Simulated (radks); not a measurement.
Species: Nb8+. Configuration: [Ar] 3d10 4s2 4p3.

Calculated with a radial shooting solver on a logarithmic mesh with Libxc functionals: scalar-relativistic Kohn-Sham, r2SCAN, spin-polarised, spherical densities, finite nucleus; open shells are filled with parallel spins first (spin-orbit coupling, left out, can overturn this in heavy ions); meta-GGA in the generalised Kohn-Sham scheme; Fermi nuclear charge, rms radius 4.324 fm.

Energy parts (hartree):
| part | energy |
|---|---|
| total | -3802.08598 |
| kinetic | 3915.58168 |
| electron-nucleus | -8998.19463 |
| Hartree | 1395.60365 |
| exchange-correlation | -115.07668 |

Orbitals (lengths in bohr, moments of r in powers of bohr; r(max) is where P^2 peaks):
orbital  occ.  eigenvalue (hartree)   r(max)  <1/r>
1s up       1             -697.7691  0.02349  42.39
1s down     1             -697.7355  0.02349  42.39
2s up       1             -102.2877   0.1331  9.545
2s down     1             -102.2801   0.1331  9.544
2p up       3             -91.79004   0.1064  9.275
2p down     3             -91.76480   0.1065  9.274
3s up       1             -21.27427   0.3943  3.272
3s down     1             -21.24889   0.3946  3.269
3p up       3             -17.80313   0.3882  3.106
3p down     3             -17.77051   0.3885  3.105
3d up       5             -12.15086   0.3343  2.868
3d down     5             -12.11244   0.3344  2.873
4s up       1              -6.61940   0.9950  1.270
4s down     1              -6.35069   0.9923  1.274
4p up       3              -5.59307    1.057  1.175
4p down     0              -5.32752    1.054  1.176

The highest occupied level is 4p up at -152.20 eV. For comparison, the ionisation energy in NIST's Atomic Spectra Database is 159 eV (semi-empirical). In exact Kohn-Sham theory the highest level is minus the ionisation energy, but local and semilocal functionals leave it too shallow, through self-interaction and a potential that decays too fast; potentials with the right tail come closer. The electron density at the nucleus is 8.407e+04 e/bohr^3 (large components only). The density falls to 0.001 e/bohr^3 at r = 2.40 bohr. Summed over all electrons, <r^2> = 11.24 bohr^2, which gives a Langevin (diamagnetic) susceptibility term of -8.9 x 10^-6 cm^3/mol.
